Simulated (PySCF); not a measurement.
## SMILES [NH3+][SiH2]C(Cl)Cl, [CH₆Cl₂NSi]+, charge +1

Cartesian coordinates in Å; atom numbers follow the order of the lines, from 1:
```xyz
11

N     1.2887   -0.4150   -0.3824
Si    0.1626    0.8936    0.3947
C    -1.4747   -0.0229    0.1633
Cl   -1.3253   -1.5548    1.0616
Cl   -1.6736   -0.2793   -1.5884
H     0.9563   -0.6161   -1.3381
H     1.2099   -1.2981    0.1432
H     2.2821   -0.1594   -0.4364
H     0.3535    2.0797   -0.4673
H     0.6323    0.9950    1.7929
H    -2.3660    0.5027    0.5338
```

Total charge +1.

Level of theory: GIAO B97-2/aug-pcSseg-1 magnetisability, rotational g tensor and spin-rotation constants, non-relativistic, gas phase in PySCF. Geometry: PBE0-D3(BJ)/def2-SVP.

For an ion the centre-of-mass motion in the field is neglected.

(1) Give the nuclear spin-rotation constants along the inertial axes (H = +C I·J) beside the isotropic shieldings.

(2) How do the rotational constants and the g tensor change when H6, H7, H8, H9, H10, H11 are replaced by deuterium?

Results:

(1) Rotational constants 2.3918, 2.1284, 1.4777 GHz. A star marks the isotopologue with that one atom substituted, in its own axes.
| atom | isotope | Caa (kHz) | Cbb (kHz) | Ccc (kHz) | mean (kHz) | σ (ppm) |
| --- | --- | --- | --- | --- | --- | --- |
| N1 | 14N | 0.078 | 0.080 | 0.065 | 0.074 | 234.3 |
| Cl4 | 35Cl | 0.922 | 0.181 | 0.433 | 0.512 | 714.4 |
| Cl5 | 35Cl | 0.916 | 0.183 | 0.432 | 0.510 | 715.4 |
| H6 | 1H | -0.234 | -0.119 | -0.118 | -0.157 | 26.3 |
| H7 | 1H | -0.255 | -0.102 | -0.120 | -0.159 | 26.4 |
| H8 | 1H | -0.052 | -0.290 | -0.149 | -0.163 | 27.6 |
| H9 | 1H | -0.191 | -0.022 | -0.137 | -0.117 | 26.1 |
| H10 | 1H | -0.187 | -0.027 | -0.136 | -0.117 | 26.1 |
| H11 | 1H | -0.142 | -0.276 | 0.020 | -0.133 | 25.3 |
| Si2 | 29Si* | -1.441 | -1.243 | -0.945 | -1.210 | 364.6 |
| C3 | 13C* | 0.611 | 0.386 | 0.298 | 0.431 | 117.6 |

For the geometry as given, no vibrational averaging.

(2) Constants 2.2103, 1.8763, 1.3820 GHz; g -0.0060, 0.0146, 0.0000, against -0.0057, 0.0172, 0.0001 before.
